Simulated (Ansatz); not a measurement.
Reaction (ligand exchange at the Sn–C bond): `C[CH](C)[Sn][Cl]` + dimethylamine → `C[N](C)[Sn][Cl]` + propane

Isolated molecules relaxed with PBE0-D4/def2-TZVP in Ansatz; ΔE leaves out vibrations. CCSD(T)/CBS is the MP2 limit (def2-TZVPP, def2-QZVPP) plus CCSD(T) − MP2 in def2-TZVPP, frozen cores. DFT in def2-TZVPP. HSE06 is defined as in plane-wave codes. Elements past krypton have def2 core potentials. For Sn outer-core shells are correlated without core-valence functions, which leaves a few kJ/mol of doubt a bond. Each species was taken in one conformer, which may not be the lowest.

`C[CH](C)[Sn][Cl]`:

Cartesian coordinates in Å:
```
C -1.130 -0.504 0.524
C 0.115 -0.526 -0.352
C 1.295 0.158 0.322
Sn -0.297 0.387 -2.317
Cl -0.812 2.533 -1.415
H -1.977 -1.028 0.069
H -1.447 0.523 0.729
H -0.938 -0.986 1.490
H 0.380 -1.567 -0.577
H 1.525 -0.316 1.285
H 2.209 0.116 -0.279
H 1.077 1.211 0.522
```

`CNC`:

```xyz
10

C    -1.075    0.478    0.276
N    -0.275   -0.616   -0.223
C     1.120   -0.269   -0.364
H    -2.107    0.150    0.420
H    -1.085    1.287   -0.460
H    -0.711    0.903    1.228
H    -0.368   -1.417    0.388
H     1.228    0.501   -1.135
H     1.691   -1.141   -0.689
H     1.582    0.124    0.559
```

`C[N](C)[Sn][Cl]`:

```xyz
11

C     0.434    0.973   -1.010
N    -0.256    0.221    0.009
C     0.457   -0.965    0.407
Sn   -2.030    0.917    0.682
Cl   -2.447   -0.834    2.255
H    -0.133    1.867   -1.290
H     0.586    0.376   -1.920
H     1.425    1.302   -0.667
H    -0.095   -1.506    1.176
H     1.450   -0.713    0.806
H     0.611   -1.639   -0.448
```

`CCC`:

Z-matrix (Å, degrees):
```
C
C 1 1.519
H 1 1.094 2 111.1
H 1 1.094 2 111.1 3 119.5
H 1 1.093 2 111.7 3 -120.3
C 2 1.519 1 112.7 3 -59.7
H 2 1.095 1 109.5 3 178.2
H 2 1.095 1 109.5 3 62.4
H 6 1.094 2 111.0 1 59.7
H 6 1.093 2 111.7 1 -180.0
H 6 1.094 2 111.1 1 -59.7
```

**Question.** Is it downhill or uphill in electronic energy at CCSD(T)/CBS, and by how much? (Estimate.)

**Answer.** Ansatz gave: Downhill: ΔE = -23.1 kcal/mol.

**Question.** What do these levels give: PBE-D4, HSE06-D4, CAM-B3LYP-D4, ωB97X-V, ωB97M-V, PBE, BLYP, HSE06, HF/def2-SVP, MP2/def2-TZVPP, HF/CBS(def2), CCSD/CBS(def2)? (Estimate.)

**Answer.** The calculation gave: PBE-D4 -23.7, HSE06-D4 -22.2, CAM-B3LYP-D4 -23.7, ωB97X-V -22.3, ωB97M-V -21.9, PBE -24.0, BLYP -25.6, HSE06 -22.5, HF/def2-SVP -21.0, MP2/def2-TZVPP -23.5, HF/CBS(def2) -21.3, CCSD/CBS(def2) -22.3 kcal/mol.

Largest T1 diagnostic among the species: 0.017.

From BLYP to BHLYP (50 % exact exchange), in def2-TZVPP and without D4, ΔE moves by +2.6 kcal/mol. Leaving LDA and LC-ωPBE aside and taking each functional with its dispersion term where it has one, the values, not all of them listed here, spread over 3.0 kcal/mol, from BLYP-D4 to ωB97M-V. LDA lies −0.9 kcal/mol from PBE without D4. In def2-TZVPP, CCSD(T) changes the Hartree–Fock value by −1.6 kcal/mol (the triples alone add −0.8 kcal/mol) and MP2 by −2.4 kcal/mol.
